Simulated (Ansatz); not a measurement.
These are frozen-core CCSD(T)/cc-pVTZ // PBE0-D4/def2-TZVP in Ansatz (a program for electronic structure) values and carry that method's errors. The restricted HF reference is unstable towards unrestricted orbitals.

Ansatz 0.2 input:
```yaml
crystal:
  periodic: [false, false, false]
  atoms:
    - { symbol: O, position_ang: [2.349722, 0.41529, 0.210153] }
    - { symbol: C, position_ang: [1.041004, 0.114948, 0.085801] }
    - { symbol: C, position_ang: [0.480153, -1.098179, -0.078543] }
    - { symbol: Si, position_ang: [-1.339399, -0.810415, -0.179564] }
    - { symbol: C, position_ang: [-1.163526, 1.03941, 0.02249] }
    - { symbol: C, position_ang: [0.145028, 1.289013, 0.141815] }
    - { symbol: H, position_ang: [2.863869, -0.39693, 0.163898] }
    - { symbol: H, position_ang: [1.05838, -2.011989, -0.130698] }
    - { symbol: H, position_ang: [-2.132669, -1.443401, 0.910215] }
    - { symbol: H, position_ang: [-1.9615, -1.199, -1.475543] }
    - { symbol: H, position_ang: [-1.907426, 1.824883, 0.049635] }
    - { symbol: H, position_ang: [0.588807, 2.271773, 0.274295] }
basis:
  gaussian: { orbitals: cc-pVTZ }
correlation:
  method: ccsd_t
```

Output:

```
Functional definition: HF
1556 factors; integrals over basis functions are off by at most 1.1e-3 eV
mean field evaluation 1: about -14113.1956 eV, gradient 4.0e1 eV
mean field evaluation 2: about -14113.6049 eV, gradient 4.0e1 eV
mean field evaluation 4: about -14117.8082 eV, gradient 4.2e0 eV
mean field evaluation 8: about -14117.8752 eV, gradient 3.2e-1 eV
mean field evaluation 16: about -14113.1949 eV, gradient 4.0e1 eV
mean field evaluation 32: about -14108.2467 eV, gradient 3.5e0 eV
mean field -14117.87562612 eV, -518.8223598201 hartree, gradient 1.9e-6 eV, S^2 0.000000; 0 other end points of the search recorded, 0 dependent functions left out; unrestricted orbitals would lower it
10 core orbitals not correlated
reference -14117.87562612 eV, -518.8223598201 hartree; 16, 16 occupied and 242, 242 virtual orbitals, 1556 factors
second order -26.83468062 eV of doubles, -0.00000000 eV of singles
cycle   1  -26.96222638 eV  change   -1.3e-1 eV  update   1.2e-1
cycle   2  -27.67447115 eV  change   -7.1e-1 eV  update   3.7e-2
cycle   3  -27.83419188 eV  change   -1.6e-1 eV  update   1.9e-2
cycle   4  -27.82107911 eV  change    1.3e-2 eV  update   5.5e-3
cycle   5  -27.81984638 eV  change    1.2e-3 eV  update   2.5e-3
cycle   6  -27.82111787 eV  change   -1.3e-3 eV  update   9.9e-4
cycle   7  -27.82070253 eV  change    4.2e-4 eV  update   4.1e-4
cycle   8  -27.82056849 eV  change    1.3e-4 eV  update   2.3e-4
cycle   9  -27.82066211 eV  change   -9.4e-5 eV  update   8.2e-5
cycle  10  -27.82065527 eV  change    6.8e-6 eV  update   3.5e-5
perturbative correction -1.33144791 eV, -0.0489298081 hartree
Total energy: -14147.02772930 eV, -519.8936798519 hartree
```

Cost: very roughly 29 core-minutes.
